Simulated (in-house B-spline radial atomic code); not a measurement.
Settings and results of a run for the cobalt ion Co⁷⁺ (an excited or competing configuration). Method: Dirac-Hartree-Fock, average of the jj configuration, Fermi nucleus of rms radius 3.7875 fm. Calculated with an all-electron radial atomic-structure program (B-spline basis).

In the input, a minus or plus after the letter marks the j = l - 1/2 or j = l + 1/2 subshell.

Command:
```bash
python run_scf.py task.json out
```
Settings (nuclear radius in fm, mass in u):
```
Z                27
configuration    1s2 2s2 2p6 3s2 3p-1 3p+4 3d-2 6f-1
hamiltonian      dirac
method           hf
spin_polarised   False
nucleus          fermi
rms_radius       3.7875
atomic_mass      58.93319
speed_of_light   137.035999084
```

Output (hartree, bohr):
```
 radial grid: 69 intervals, B-splines of order 8, outer radius 24.9351 bohr

 iter        energy (Eh)    residual
    1      -1358.3092144    8.19e-01
    2      -1369.1463718    2.11e-01
    3      -1369.6672797    8.34e-02
    4      -1369.7490396    3.32e-02
    5      -1369.7633701    8.36e-03
    6      -1369.7640918    3.53e-04
    7      -1369.7640932    2.15e-05
    8      -1369.7640932    1.87e-06
    9      -1369.7640932    8.78e-08

 total energy                    -1369.764093
 kinetic                           1391.55578
 electron-nucleus                 -3160.35757
 electron-electron                  399.03770

 first-order corrections (not in the total)
   Gaunt                            0.58097
   retardation                     -0.05142
   frequency dependence            -0.00155
   self-energy                      0.38946
   Uehling                         -0.03364
   Wichmann-Kroll                   0.00022
   recoil                           0.00992

 orbital      occ     eigenvalue          <r>       <r^2>       <1/r>     <1/r^3>       r_max    small
 1s1/2      2.000     -292.67559    0.0561599  0.00424245      27.037           -     0.03679  9.45e-03
 2s1/2      2.000      -42.24945     0.253235   0.0756639     5.88436           -      0.2123  1.78e-03
 2p1/2      2.000      -37.38396     0.222474   0.0608052     5.78608           -      0.1706  1.74e-03
 2p3/2      4.000      -36.81993     0.224463   0.0616715     5.69701     537.245      0.1727  1.72e-03
 3s1/2      2.000      -10.44914     0.718498    0.588673     1.97207           -      0.6448  4.44e-04
 3p1/2      1.000       -9.04354     0.725566     0.60892      1.8906           -      0.6416  4.18e-04
 3p3/2      4.000       -8.73021     0.735543    0.625166     1.84921     80.5221      0.6482  4.04e-04
 3d3/2      2.000       -6.52399     0.722998    0.620383     1.68838      10.325      0.5777  3.44e-04
 6f5/2      1.000       -0.91804      5.75222     37.6953    0.239231    0.088647        6.29  2.76e-05
```

Time taken, with all properties: 1 s on 1 thread of Arm Neoverse V1, with other jobs on the host.

For the Dirac Hamiltonian the kinetic term is c α·p + (β - 1)c².
